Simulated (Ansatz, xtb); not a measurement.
Gas-phase reaction R1 + R2 → P1 + P2, each structure at its B3LYP-D3(BJ)/def2-TZVP stationary point, reached from a drawn start (curvature not checked).
P1: H2 (SMILES [H][H]), charge 0, multiplicity 1.
R1: HF (SMILES F), charge 0, multiplicity 1.
R2, SiH4 (SMILES [SiH4]) (charge 0, multiplicity 1):
```tsv
atom	x (Å)	y (Å)	z (Å)
Si	0.0000	0.0000	0.0000
H	0.8547	0.8547	0.8547
H	-0.8547	-0.8547	0.8547
H	-0.8547	0.8547	-0.8547
H	0.8547	-0.8547	-0.8547
```
P2: FH3Si (SMILES F[SiH3]), charge 0, multiplicity 1.

P less R. No zero-point or thermal terms.

Frozen-core correlation throughout.

Run with Ansatz (a first-principles code) with Gaussian orbitals; xtb for the GFN methods. No computed number here is a measurement.

The comparison value is -25.96 kcal/mol (CCSD(T)/cc-pV(Q+d)Z). It is a level with limits of its own, not the exact answer.

Task: Order these levels by how close they come to the comparison value for the reaction energy, closest first: BLYP/def2-TZVPP, B2PLYP/def2-TZVPP, PBE/def2-TZVPP, GFN1-xTB, HF/cc-pV(Q+d)Z. Give each level's value less the comparison value.

Result: B2PLYP/def2-TZVPP (-0.05 kcal/mol), BLYP/def2-TZVPP (0.31 kcal/mol), HF/cc-pV(Q+d)Z (-0.97 kcal/mol), PBE/def2-TZVPP (2.81 kcal/mol), GFN1-xTB (-18.56 kcal/mol)
